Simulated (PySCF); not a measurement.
Isomers of C6H10NP, mass 127.055 u with the commonest isotopes. The calculation used CAM-B3LYP/def2-SVPD in PySCF (dipole) on a GFN2-xTB geometry, gas phase. One conformer each, none proved a minimum here; rigid rotors.

Question: Order these by rotational constant A, largest first.
A. `[CH3:1][CH2:2][c:3]1[p:4][cH:5][cH:6][n:7]1[CH3:8]` with C1–C2–C3–P4 -89°
B. `[CH3:1][P:2]([CH3:3])[n:4]1[cH:5][cH:6][cH:7][cH:8]1` with C1–P2–N4–C5 130°
C. `[N:1]#[C:2][CH2:3][CH2:4][PH:5][CH:6]1[CH2:7][CH2:8]1` with C2–C3–C4–P5 -179°, C3–C4–P5–C6 -171°, C4–P5–C6–C7 -163°
D. `[N:1]#[C:2][CH2:3][PH:4][CH:5]1[CH2:6][CH2:7][CH2:8]1` with C2–C3–P4–C5 57°, C3–P4–C5–C6 -174°, P4–C5–C6–C7 -130°, C5–C6–C7–C8 12°, C6–C7–C8–C5 -12°, P4–C5–C8–C7 130°

Answer: C (5483 MHz), B (3596 MHz), D (3049 MHz), A (2381 MHz).

Question: Order these by dipole moment, largest first.
A. `[N:1]#[C:2][CH2:3][PH:4][CH:5]1[CH2:6][CH2:7][CH2:8]1` with C2–C3–P4–C5 57°, C3–P4–C5–C6 -174°, P4–C5–C6–C7 -130°, C5–C6–C7–C8 12°, C6–C7–C8–C5 -12°, P4–C5–C8–C7 130°
B. `[CH3:1][P:2]([CH3:3])[n:4]1[cH:5][cH:6][cH:7][cH:8]1` with C1–P2–N4–C5 130°
C. `[N:1]#[C:2][CH2:3][CH2:4][PH:5][CH:6]1[CH2:7][CH2:8]1` with C2–C3–C4–P5 -179°, C3–C4–P5–C6 -171°, C4–P5–C6–C7 -163°
D. `[CH3:1][CH2:2][c:3]1[p:4][cH:5][cH:6][n:7]1[CH3:8]` with C1–C2–C3–P4 -89°

Answer: C (3.99 D), D (3.80 D), A (3.13 D), B (2.01 D).

Question: Order these by rotational constant C, smallest first.
A. `[CH3:1][P:2]([CH3:3])[n:4]1[cH:5][cH:6][cH:7][cH:8]1` with C1–P2–N4–C5 130°
B. `[CH3:1][CH2:2][c:3]1[p:4][cH:5][cH:6][n:7]1[CH3:8]` with C1–C2–C3–P4 -89°
C. `[N:1]#[C:2][CH2:3][PH:4][CH:5]1[CH2:6][CH2:7][CH2:8]1` with C2–C3–P4–C5 57°, C3–P4–C5–C6 -174°, P4–C5–C6–C7 -130°, C5–C6–C7–C8 12°, C6–C7–C8–C5 -12°, P4–C5–C8–C7 130°
D. `[N:1]#[C:2][CH2:3][CH2:4][PH:5][CH:6]1[CH2:7][CH2:8]1` with C2–C3–C4–P5 -179°, C3–C4–P5–C6 -171°, C4–P5–C6–C7 -163°

Answer: D (601.3 MHz), C (920.7 MHz), B (1089 MHz), A (1140 MHz).

| SMILES | point group | Ia (u·Å²) | Ib (u·Å²) | Ic (u·Å²) | κ | μa (D) | μb (D) | μc (D) |
| --- | --- | --- | --- | --- | --- | --- | --- | --- |
| N#CCPC1CCC1 | C1 | 165.73 | 494.72 | 548.88 | -0.91 | 1.96 | 1.92 | 1.51 |
| N#CCCPC1CC1 | C1 | 92.18 | 783.69 | 840.51 | -0.98 | 3.79 | 1.16 | 0.42 |
| CP(C)n1cccc1 | Cs | 140.54 | 433.54 | 443.47 | -0.98 | 1.79 | 0.92 | 0.00 |
| CCc1pccn1C | C1 | 212.25 | 295.66 | 464.08 | -0.04 | 1.89 | 3.29 | 0.03 |
